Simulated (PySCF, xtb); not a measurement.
C6H14, SMILES CCCCCC.

Coordinates come from a r2SCAN-D4/def2-SVP optimisation. The values are those of a single conformer.

The numbers are results of C-PCM-PBE0/def2-SVP (PySCF), not measurements.

The values are the electrostatic part of the solvation free energy, E(continuum) − E(gas) at the gas-phase geometry, in a cavity of scaled van der Waals radii (PySCF's table); cavitation and dispersion terms are not included. In vacuum the orbital gap is 10.53 eV. The dipole moment in vacuum is 0.04 D.

```json
[
 {"solvent": "water", "ε": "78.36", "ΔG(elec) (kcal/mol)": "-0.5", "dipole (D)": "0.04", "gap (eV)": "10.54"},
 {"solvent": "methanol", "ε": "32.61", "ΔG(elec) (kcal/mol)": "-0.5", "dipole (D)": "0.04", "gap (eV)": "10.54"},
 {"solvent": "1-octanol", "ε": "9.86", "ΔG(elec) (kcal/mol)": "-0.5", "dipole (D)": "0.04", "gap (eV)": "10.54"}
]
```

For comparison, GFN2-xTB/ALPB(water) (xtb, at the GFN2-xTB geometry, all terms of that model) gives -0.2 kcal/mol.
